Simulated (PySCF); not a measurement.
These are PBE-D3(BJ)/def2-TZVP // PBE0-D3(BJ)/def2-TZVP run with PySCF values and carry that method's errors. All species are isolated molecules in the gas phase. One relaxed conformer stands for a flexible species; it need not be the lowest. 

Reference species (SMILES): `O[SiH2][SiH2][SiH2][SiH3]` (neutral, multiplicity 1).

| Quantity | Result |
|---|---|
| HOMO–LUMO gap | 5.27 eV |
| HOMO | -6.70 eV |
| LUMO | -1.43 eV |

Changed species: `O[Si]([SiH3])([SiH3])[SiH3]` (H–O–Si–Si torsion 60°).

What does the change do to the HOMO–LUMO gap, HOMO and LUMO?

the HOMO–LUMO gap decreases by 0.80 eV, to 4.47 eV; the HOMO goes up by 0.36 eV, to -6.34 eV; the LUMO falls by 0.44 eV, to -1.87 eV.
